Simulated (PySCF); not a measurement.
C₃F₅, multiplicity 2. Atoms are numbered in the order given.

```xyz
8

F     -0.9046    -2.5579     0.0000
C     -0.1269    -1.4914     0.0000
F      1.1508    -1.8418     0.0000
C     -0.5789    -0.2456     0.0000
C     -0.0825     1.1402     0.0000
F      1.2773     1.1492     0.0000
F     -0.4990     1.8242     1.0883
F     -0.4990     1.8242    -1.0883
```
Charge 0, spin multiplicity 2.

Geometry: PBE-D3(BJ)/def2-SVP. The isomer is the one that the SMILES or the coordinates give; other isomers of the formula were not compared.

These are PBE-D3(BJ)/def2-SVP in PySCF values and carry that method's errors.

Frequencies are harmonic and unscaled.

Task: List the normal modes with their intensities. (The exact figures need the calculation; the answer reports its results.)

Result: 
```
mode  ν (cm⁻¹)  IR (km/mol)  moving atoms (share of kinetic energy)
----  --------  -----------  --------------------------------------
1           21          0.0                                  F 93 %
2           84          0.0                          F 72 %, C 28 %
3          103          0.4                          F 83 %, C 17 %
4          307          0.9                          F 89 %, C 11 %
5          357          1.3                          F 89 %, C 11 %
6          405          0.0                          F 68 %, C 32 %
7          513          2.9                          F 87 %, C 13 %
8          564          0.0                          F 63 %, C 37 %
9          591          8.1                          F 78 %, C 22 %
10         601         14.7                          C 78 %, F 22 %
11         671         12.1                          F 57 %, C 43 %
12         800          3.5                          F 64 %, C 36 %
13        1003        275.4                          C 50 %, F 50 %
14        1113        224.9                          C 75 %, F 25 %
15        1147        301.9                          C 77 %, F 23 %
16        1261        351.5                          C 74 %, F 26 %
17        1291         69.2                          C 85 %, F 15 %
18        1806        371.5                                  C 99 %
```
